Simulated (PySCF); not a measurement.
Hf(F)3(OH)(OH2) (F₃H₃HfO₂), SMILES [F][Hf]([F])([F])(<-[OH2])[OH], multiplicity 1. Atoms are numbered in the order given.

```xyz
9

Hf    -0.1443    -0.0109     0.0000
F      0.3851     0.8306    -1.6741
F     -0.0469    -1.9367     0.0000
F      0.3851     0.8306     1.6741
O     -2.0359     0.3330     0.0000
H     -2.9675     0.5519     0.0000
O      2.2337    -0.0776     0.0000
H      2.6315     0.3347     0.7817
H      2.6315     0.3347    -0.7817
```

The structure is a stationary point at B3LYP-D3(BJ)/def2-SVP. The multiplicity is an assumed one; other spin states were not compared. The def2 effective core potentials stand for the cores of Hf; spin–orbit coupling is left out. One conformer was computed; it need not be the lowest.

Level of theory: ωB97X/def2-TZVP (PySCF).

Isolated molecule, no solvent.

```yaml
total_energy: -500.28884 hartree
point_group: Cs
highest_occupied_level: -11.92 eV
lowest_empty_level: 1.53 eV
orbital_gap: 13.45 eV
dipole_moment: 2.64 D
quadrupole, principal values (traceless, Buckingham form, about the centre of nuclear charge): -12.61, -11.04, 23.65 D·Å
mean_static_polarisability: 42.0 bohr³ (6.22 Å³)
polarisability_principal_values: 38.3, 39.7, 47.9 bohr³
```
